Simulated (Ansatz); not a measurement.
Species: C$_{3}$H$_{5}$N, SMILES `C1=CNC1` (charge 0, multiplicity 1).

Task: Give a relaxed geometry from B3LYP-D3(BJ)/def2-TZVP in Ansatz (a program for electronic structure).

Result: the end point of this relaxation (outside a Z-matrix the atoms follow the SMILES, hydrogens last).
Cartesian coordinates (Å) in one orientation:
```xyz
9

C     -0.259     0.085    -0.983
C     -1.089    -0.049     0.062
N     -0.105     0.091     1.084
C      0.913     0.140    -0.027
H     -0.376     0.241    -2.042
H     -2.154    -0.156     0.215
H     -0.009    -0.681     1.737
H      1.503     1.058    -0.010
H      1.575    -0.728    -0.037
```
